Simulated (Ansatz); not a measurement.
System: CHI2, charge 0, doublet. CHI2 (SMILES I[CH]I, doublet).
B3LYP-D3(BJ)/def2-TZVP minimum from Ansatz (a first-principles code):
```xyz
4

I     -1.8101     0.0999     0.0202
C     -0.0162    -0.8857    -0.1989
I      1.8125     0.0341     0.0173
H     -0.0331    -1.7885    -0.7907
```
Charge 0, spin multiplicity 2.

Quantity: atomisation energy (electronic, to ground-state atoms), in kcal/mol. UHF or UKS for unpaired electrons; spin-orbit terms are left out. Cores are frozen in correlated methods (noble-gas shells, and filled d and f shells in the p block). Past Kr the def2 sets carry scalar-relativistic core potentials. CBS(X,Y): correlation extrapolated as X^-3, Hartree-Fock from the larger set. A bracket is a step between two methods taken in the basis named. Where a partner has so few electrons that a lower coupled-cluster level is exact, that level stands in. Spin-orbit terms, left out, reach several kcal/mol for Br and I, and more for heavier atoms. The UHF reference of CHI2 (I[CH]I, doublet) is spin-contaminated (<S^2> up to 0.04 over the pure value in the sets run).

CCSD(T)/CBS(def2-TZVPP,def2-QZVPP) + [CCSDT(Q) - CCSD(T)]/def2-SVP (Ansatz) gives 220.5 kcal/mol.

Problem. What does PBE/def2-TZVPD (Ansatz) give here, and how do the other levels compare?

Solution. PBE gives 234.8 kcal/mol, 14.3 kcal/mol above it. Differences of the others: r2SCAN/def2-TZVPD (Ansatz) 6.1; B3LYP/def2-TZVPD (Ansatz) -4.1; PBE0/def2-TZVPD (Ansatz) 5.1; wB97M-V/def2-TZVPD (Ansatz) -3.7; B2PLYP/def2-TZVPD (Ansatz) -4.4; CCSD(T)/CBS(def2-TZVPP,def2-QZVPP) (Ansatz) -0.6 kcal/mol.
